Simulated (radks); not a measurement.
Spherical quantum dot in the effective-mass picture: electrons in a well V = -V0 / (1 + exp((r - R)/a)) with V0 = 5.16, R = 8.43, a = 0.29, with a point charge +1 (a donor) at the centre, all in effective atomic units (hartree* = m*/eps^2 hartree, bohr* = eps/m* bohr), one dielectric constant everywhere. Method: non-relativistic Kohn-Sham, PBEsol, spin-polarised, spherical densities; computed with a radial shooting solver with Libxc functionals. Levels are named by radial order and angular momentum (1s, 1p, 1d, 2s, ...), and open shells are averaged over m. Results are scaled to m* = 0.619 and eps = 5.7, for which hartree* = 518.4 meV and bohr* = 0.4873 nm.

N = 4, configuration 1s2 1p(up 2, down 0). This is the lowest configuration that the search found. Occupied levels:

| level | occupation | eigenvalue (meV) | <r> (nm) |
|---|---|---|---|
| 1s down | 1 | -2457.8 | 1.142 |
| 1s up | 1 | -2457.1 | 1.576 |
| 1p up | 2 | -2408.2 | 2.555 |

Energy (meV): total -10573.4, kinetic 377.02, external -11546, Hartree 947.93, exchange-correlation -352.68.

Electron density:

| r (nm) | n(r) (e/nm^3) |
|---|---|
| 0.0870 | 1.769 |
| 0.306 | 0.7405 |
| 0.524 | 0.3311 |
| 0.743 | 0.1610 |
| 0.962 | 0.08690 |
| 1.18 | 0.05334 |
| 1.40 | 0.03780 |
| 1.62 | 0.03050 |
| 1.84 | 0.02694 |
| 2.06 | 0.02486 |
| 2.27 | 0.02302 |
| 2.49 | 0.02070 |
| 2.71 | 0.01756 |
| 2.93 | 0.01363 |
| 3.15 | 0.009260 |
| 3.37 | 0.005249 |
| 3.59 | 0.002337 |
| 3.81 | 0.0007097 |
| 4.02 | 0.0001210 |
| 4.24 | 0.00001091 |
